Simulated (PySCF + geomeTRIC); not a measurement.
Method: PBE-D3(BJ)/def2-TZVP in PySCF + geomeTRIC. fastk is a local helper that only speeds up exchange builds. No frequencies were computed at this level.

```python
import json, numpy as np
from pyscf import gto, dft
from fastk import lowrank_exchange
atoms = """
B     -1.188237    -0.202959     0.036303
B      0.407622     0.205278    -0.135577
O      1.415912    -0.384051     0.524550
H     -1.895365     0.345317     0.793286
H     -1.713522    -0.980119    -0.666393
H      0.668286     1.087721    -0.903629
H      2.305304    -0.071188     0.351461
"""
def scf(charge, spin, dm0=None):
    mol = gto.M(atom=atoms, basis='def2-tzvp', ecp={}, charge=charge, spin=spin, verbose=3, max_memory=3780)
    mf = dft.KS(mol, xc='pbe').density_fit(auxbasis="def2-universal-jkfit")
    mf.disp = 'd3bj'
    mf.grids.level = 3
    mf.conv_tol = 1e-8
    mf.max_cycle = 60
    mf.kernel(dm0)
    if not mf.converged:
        mf = mf.newton().run(mf.mo_coeff, mf.mo_occ).undo_soscf()
    return mf
mf = scf(0, 0)
from pyscf.geomopt.geometric_solver import kernel as optimize
path = []
done, mol = optimize(mf, maxsteps=80, assert_convergence=False, callback=lambda env: path.append((env["energy"], bool(env["g_scanner"].converged))))
res = dict(converged=bool(done and path[-1][1]), energy=path[-1][0], path=[e for e, c in path], xyz=mol.atom_coords(unit="Angstrom").tolist(), nao=mol.nao)
json.dump(res, open("result.json", "w"))
```

Output:

```
converged SCF energy = -127.195063755195
Geometry optimization cycle 1
converged SCF energy = -127.195063754627
cycle 1: E = -127.195063755  dE = -127.195  norm(grad) = 0.0416377
Geometry optimization cycle 2
converged SCF energy = -127.197285841309
cycle 2: E = -127.197285841  dE = -0.00222209  norm(grad) = 0.00893987
Geometry optimization cycle 3
converged SCF energy = -127.197397902694
cycle 3: E = -127.197397903  dE = -0.000112061  norm(grad) = 0.00244849
Geometry optimization cycle 4
converged SCF energy = -127.197406940898
cycle 4: E = -127.197406941  dE = -9.0382e-06  norm(grad) = 0.000433662
Geometry optimization cycle 5
converged SCF energy = -127.197407274689
cycle 5: E = -127.197407275  dE = -3.33791e-07  norm(grad) = 0.000326973
<class 'geometric.internal.Distance'> : 6
<class 'geometric.internal.Angle'> : 5
<class 'geometric.internal.OutOfPlane'> : 2
<class 'geometric.internal.Dihedral'> : 6
<class 'geometric.internal.TranslationX'> : 1
<class 'geometric.internal.TranslationY'> : 1
<class 'geometric.internal.TranslationZ'> : 1
<class 'geometric.internal.RotationA'> : 1
<class 'geometric.internal.RotationB'> : 1
<class 'geometric.internal.RotationC'> : 1
Step    0 : Gradient = 1.574e-02/2.497e-02 (rms/max) Energy = -127.1950637546
Step    1 : Displace = 2.648e-02/3.771e-02 (rms/max) Trust = 1.000e-01 (=) Grad = 3.379e-03/6.928e-03 (rms/max) E (change) = -127.1972858413 (-2.222e-03) Quality = 1.117
Step    2 : Displace = 9.145e-03/1.677e-02 (rms/max) Trust = 1.414e-01 (+) Grad = 9.254e-04/1.685e-03 (rms/max) E (change) = -127.1973979027 (-1.121e-04) Quality = 1.201
Step    3 : Displace = 4.808e-03/7.504e-03 (rms/max) Trust = 2.000e-01 (+) Grad = 1.639e-04/1.996e-04 (rms/max) E (change) = -127.1974069409 (-9.038e-06) Quality = 1.099
Step    4 : Displace = 9.126e-04/1.114e-03 (rms/max) Trust = 2.828e-01 (+) Grad = 1.236e-04/2.247e-04 (rms/max) E (change) = -127.1974072747 (-3.338e-07) Quality = 0.333
Converged! =D
```

Cost: very roughly 80 core-seconds.
